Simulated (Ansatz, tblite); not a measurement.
Forces on AlCu₂⁺ at its PBE-D4/def2-TZVP geometry. The state is a singlet with charge 1.

The xTB rows come from tblite. The restricted singlet is unstable towards broken spin symmetry in Hartree–Fock (as tested in another run); at PBE-D4/def2-TZVP this wasn't settled. Another isomer (singlet) lies 0.62 eV lower at PBE0-D4/def2-TZVP; other spin states weren't run for this one.

GFN1-xTB (tblite), largest force 0.63 eV/Å:

```xyz
3
positions Å, forces eV/Å
Cu   -0.965   -0.689    0.749    0.326   -0.215    0.160
Cu    1.266   -0.545    0.354   -0.215   -0.248    0.254
Al   -0.300    1.234   -1.103   -0.112    0.463   -0.414
```

GFN2-xTB (tblite), largest force 0.26 eV/Å:

```
Cu 0.022 -0.092 0.082
Cu 0.030 -0.100 0.088
Al -0.052 0.191 -0.170
```

PBE-D4/def2-TZVP (Ansatz), largest force 0.01 eV/Å:

```
Cu 0.006 -0.006 0.005
Cu -0.009 0.000 0.001
Al 0.003 0.005 -0.005
```
